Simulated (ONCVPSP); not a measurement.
**Gd, ONCV: configuration errors across variants**

```
Element                 : gadolinium
Generator               : ONCVPSP 4.0.1
Type                    : optimised norm-conserving Vanderbilt (ONCV)
Functional              : PBE
Relativity              : scalar-relativistic
Frozen core             : [Kr]
Valence charge          : 28
Reference configuration : 4d10 4f7 5s2 5p6 5d1.5 6s1.5
Partial waves           : 5s+6s: rc 2.05 bohr, ncon 5, nbas 8, qcut 6.1 1/bohr, 2 projectors; 5p: rc 2.15 bohr, ncon 4, nbas 8, qcut 5.7 1/bohr, 2 projectors, debl 1.3 Ha; 4d+5d: rc 1.15 bohr, ncon 4, nbas 9, qcut 12 1/bohr, 2 projectors; 4f: rc 1.15 bohr, ncon 3, nbas 7, qcut 14.2 1/bohr, 2 projectors, debl 3.8 Ha
Local potential         : polynomial inside 0.90 bohr (lpopt 3, dvloc0 0 Ha)
Core correction         : none
```

All-electron excitation energies from the reference (eV): (1) 4d10 4f7 5s2 5p6 5d1 6s2 -0.843; (2) 4d10 4f7 5s2 5p6 5d1 6s1 5.802; (3) 4d10 4f7 5s2 5p6 5d1 6s0 17.902; (4) 4d9 4f7 5s2 5p6 5d1 6s2 155.618.

A true bound ghost makes a file unfit for plane-wave use even where its test errors are small: the radial tests pick states by their node count and pass the ghost by.

Errors AE − PS in meV (a dash: test not solved or not reliable):

```tsv
change	(1)	(2)	(3)	(4)	bound ghosts	GHOST(+) flags above zero
base	+1.5	+0.1	-2.6	-67	s	p
d: qcut 8.2	+1.5	+0.2	-2.6	+329	s	p
d: qcut 11.5	+1.5	+0.1	-2.6	-31	s	p
d: qcut 14.2	+1.4	+0.1	-2.6	-184	s	p
d: qcut 16.2	+1.4	+0.1	-2.6	-250	s	p
d: qcut 17.5	+1.4	+0.1	-2.6	-283	s	p
```

(1) Give the same row for: d: qcut 9.9.

Results:

(1) +1.5, +0.2, -2.6, +116; bound ghosts: s; GHOST(+) flags above zero: p.
